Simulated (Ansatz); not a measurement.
AlH$_{2}$I, SMILES `[AlH2][I]`, relaxed with RKS PBE0-D4/def2-TZVP in the Gaussian-basis code of Ansatz from a PBE-D4/def2-SVP geometry. The force threshold is 0.005 eV/Å; the program also tests the step.

Charge 0, multiplicity 1. I takes the def2 core potential.

Start:

```xyz
4

Al   -0.039   -0.130    0.216
I     0.344    1.145   -1.889
H     1.236   -0.762    0.934
H    -1.540   -0.253    0.738
```

| step | energy (eV) | largest force (eV/Å) | largest move (Å) |
| --- | --- | --- | --- |
| 1 | -14729.0783 | 0.192 | 0.000 |
| 2 | -14729.0837 | 0.106 | 0.020 |
| 3 | -14729.0843 | 0.007 | 0.007 |
| 4 | -14729.0843 | 0.003 | 0.001 |

End:

```xyz
4

Al   -0.038   -0.128    0.212
I     0.341    1.138   -1.877
H     1.217   -0.756    0.930
H    -1.520   -0.254    0.736
```

It took 3.3 s on 4 threads of an Arm Neoverse V2 on a shared host, with 0.17 GiB of host memory at the peak.
